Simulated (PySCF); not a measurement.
Working out the ionisation energy of As

As [Ar] 3d10 4s2 4p3 (4S) → As⁺ [Ar] 3d10 4s2 4p2 (3P). All numbers are calculated (PySCF 2.14, a scalar-relativistic core potential, in cc-pVTZ-PP with ECP10MDF (5s4p3d1f, 39 functions)). Frozen: 3s2 3p6 3d10. Energies in hartree (1 hartree = 27.21139 eV):

```tsv
part	As (lower)	As⁺ (upper)
UHF	-331.210153	-330.863829
CCSD correlation	-0.085569	-0.069428
(T)	-0.002787	-0.001632
```

Problem. What does Hartree-Fock give?

Solution. (-330.863829) − (-331.210153) = 0.346324 hartree = 9.424 eV.

Problem. What do CCSD and CCSD(T) give?

Solution. The CCSD correlation energies differ by 0.016141 hartree = 0.439 eV and the triples by 0.001155 hartree = 0.031 eV, so CCSD gives 9.863 eV and CCSD(T) 9.894 eV.

Measured between the centres of the two terms (NIST): 10.008 eV, so CCSD(T) (valence) is off by -0.114 eV.

What remains against the reference includes basis incompleteness, the frozen core and higher excitations.
